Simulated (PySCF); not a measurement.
Correlation energy of Yb⁺ (ytterbium, charge +1)

[Xe] 4f13 5d1 6s1, one real determinant (an excited configuration). All numbers are calculated (PySCF 2.14, the spin-free X2C one-electron Hamiltonian (Gaussian nucleus), in cc-pVDZ-X2C (8s7p5d3f1g, 84 functions)). Frozen: [Ar] 3d10; 41 electrons correlated.

MP2 pair energies summed by pair of shells (mhartree):

```json
{"pair": "4f-4f", "energy": "-487.03", "share (%)": "38.3"}
{"pair": "4f-5p", "energy": "-193.60", "share (%)": "15.2"}
{"pair": "4d-4f", "energy": "-179.44", "share (%)": "14.1"}
{"pair": "5p-5p", "energy": "-104.61", "share (%)": "8.2"}
{"pair": "4f-5s", "energy": "-44.42", "share (%)": "3.5"}
{"pair": "4p-4f", "energy": "-41.71", "share (%)": "3.3"}
{"pair": "4d-4d", "energy": "-41.51", "share (%)": "3.3"}
{"pair": "4d-5p", "energy": "-27.98", "share (%)": "2.2"}
{"pair": "5s-5p", "energy": "-26.43", "share (%)": "2.1"}
{"pair": "5p-5d", "energy": "-19.17", "share (%)": "1.5"}
{"pair": "4p-4d", "energy": "-18.76", "share (%)": "1.5"}
{"pair": "5p-6s", "energy": "-16.18", "share (%)": "1.3"}
{"pair": "4f-5d", "energy": "-12.61", "share (%)": "1.0"}
{"pair": "4d-5s", "energy": "-12.33", "share (%)": "1.0"}
{"pair": "4s-4f", "energy": "-8.55", "share (%)": "0.7"}
{"pair": "4f-6s", "energy": "-7.70", "share (%)": "0.6"}
{"pair": "5s-5s", "energy": "-5.30", "share (%)": "0.4"}
{"pair": "4p-4p", "energy": "-5.01", "share (%)": "0.4"}
{"pair": "4s-4d", "energy": "-4.39", "share (%)": "0.3"}
{"pair": "4p-5p", "energy": "-3.60", "share (%)": "0.3"}
{"pair": "5d-6s", "energy": "-3.02", "share (%)": "0.2"}
{"pair": "4s-4p", "energy": "-2.08", "share (%)": "0.2"}
{"pair": "5s-5d", "energy": "-1.99", "share (%)": "0.2"}
{"pair": "4p-5s", "energy": "-1.70", "share (%)": "0.1"}
{"pair": "4d-5d", "energy": "-1.25", "share (%)": "0.1"}
{"pair": "5s-6s", "energy": "-0.77", "share (%)": "0.1"}
{"pair": "4d-6s", "energy": "-0.64", "share (%)": "0.1"}
{"pair": "4s-4s", "energy": "-0.43", "share (%)": "0.0"}
{"pair": "4s-5p", "energy": "-0.31", "share (%)": "0.0"}
{"pair": "4s-5s", "energy": "-0.16", "share (%)": "0.0"}
```

Total MP2 correlation energy: -1272.9 mhartree.

Same-spin part -502.83 and opposite-spin part -770.05 mhartree; SCS-MP2 scales them by 1/3 and 6/5 to -1091.7 mhartree.

The reference is one real determinant that mixes LS terms of this configuration.

This basis was not built for core-valence correlation, so the inner-shell part is incomplete.
